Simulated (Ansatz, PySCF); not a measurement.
C2H9FOSi2, SMILES F[Si@H]([C@H](C)[SiH3])O.

Coordinates come from a B3LYP-D3(BJ)/def2-SVP optimisation. The structure was generated by enumeration; whether it is a known compound was not checked. One conformer was computed; it need not be the lowest.

Vertical ionisation energy (IE) and electron affinity (EA) in eV. Rows of orbital energies are one-electron estimates. Where ΔSCF, EOM or ADC give a negative EA the extra electron is unbound and the value depends on the basis.

```tsv
level	IE	EA
−ε(HOMO), −ε(LUMO), CAM-B3LYP/def2-TZVP (PySCF)	9.79	-1.31
−ε(HOMO), −ε(LUMO), PBE/def2-TZVP (PySCF)	7.14	0.41
ΔSCF, PBE0/def2-SVPD (Ansatz), final states of multiplicity 2 and 2	10.35	-1.33
ΔSCF, PBE/def2-SVPD (Ansatz), final states of multiplicity 2 and 2	9.93	-1.11
```

Task: What vertical singlet–triplet gap does ΔSCF give with PBE0/def2-SVPD (Ansatz, a program for electronic structure) and with PBE/def2-SVPD (Ansatz)? (The exact figures need the calculation; the answer reports its results.)

Result: 7.37 and 6.71 eV (triplet above singlet where positive).
